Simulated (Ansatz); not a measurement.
```yaml
crystal:
  periodic: [false, false, false]
  atoms:
    - {symbol: In, position_ang: [-0.405409, -1.924858, 0.283732]}
    - {symbol: In, position_ang: [0.400114, 1.926179, -0.282270]}
    - {symbol: N, position_ang: [0.005305, -0.001321, -0.001462]}
basis:
  gaussian: {orbitals: def2-mTZVPP, fitting: {mean_field: def2-universal-jkfit}}
magnetization: {spin_polarized: true, initial_magnetization: 1}
hamiltonian: {xc: {name: PBE-QIDH}}
scf: {omitted_lower_state_checks: [starts]}
```

```sh
$ ansatz run in.yaml --threads 4 --pin off --events-out ev --progress --plain --max-ram 3916MiB
```

Output, abridged:

```
Functional definition: PBE-QIDH
513 factors; integrals over basis functions are off by at most 4.6e-1 eV
mean field evaluation 1: about -11803.7949 eV, gradient 5.0e1 eV
mean field evaluation 2: about -11803.7938 eV, gradient 5.0e1 eV
mean field evaluation 4: about -11814.6240 eV, gradient 1.5e1 eV
mean field evaluation 8: about -11816.0209 eV, gradient 2.8e-1 eV
mean field evaluation 16: about -11816.0257 eV, gradient 7.5e-4 eV
mean field evaluation 32: about -11816.3632 eV, gradient 1.3e-4 eV
mean field evaluation 64: about -11816.3632 eV, gradient 1.1e-3 eV
mean field -11816.36320471 eV, -434.2433383545 hartree, gradient 3.1e-10 eV, S^2 0.762456; 0 other end points of the search recorded, 0 dependent functions left out
9 core orbitals not correlated: weight in the atoms' cores, before any rotation towards them, 1.000 or more for the frozen orbitals, at most 0.000 for the correlated occupied ones
reference -11816.36321795 eV, -434.2433388408 hartree; 16, 15 occupied and 71, 72 virtual orbitals, 513 factors
second order -11.42846757 eV of doubles, -0.00000000 eV of singles
Total energy: -11820.17270713 eV, -434.3833349864 hartree
Checks for a lower state left out: starts
```

It took 24 s on 4 threads of Arm Neoverse V2 on a shared host.

In the def2 sets In takes a core potential; there is no spin–orbit coupling. Correlated methods freeze 9 core orbitals; core or outer-core shells of In are correlated, in sets that lack core-valence functions.
